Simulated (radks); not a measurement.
Problem. Fe2+, 24 electrons, occupied as [Ar] 3d6 (the NIST ground configuration). Method: scalar-relativistic Kohn-Sham, PBE, spin-polarised, spherical densities, point nucleus; open shells are filled with parallel spins first; computed with a radial shooting solver on a logarithmic mesh with Libxc functionals. Some entries of the table are withheld. Estimate them.

orbital  occ.  eigenvalue (hartree)  <r^2> (bohr^2)  <r> (bohr)
1s down     1             -257.8696        0.004595     0.05845
1s up       1             -257.8691        0.004596     0.05845
2s up       1             -30.80296         0.08425      0.2671
2s down     1             -30.73370         0.08398      0.2667
2p up       3             -26.33955         0.06830         (1)
2p down     3             -26.28720         0.06801         (2)
3s up       1                   (3)          0.7584      0.8106
3s down     1                   (4)          0.7636      0.8131
3p up       3              -2.94265          0.8644      0.8564
3p down     3              -2.78488          0.8759      0.8614
3d up       5              -0.99884           1.462         (5)
3d down     1              -0.85423           1.634         (6)

Solution. 
(1) 2p up <r> (bohr): 0.2357
(2) 2p down <r> (bohr): 0.2353
(3) 3s up eigenvalue (hartree): -4.19135
(4) 3s down eigenvalue (hartree): -4.03061
(5) 3d up <r> (bohr): 1.064
(6) 3d down <r> (bohr): 1.116
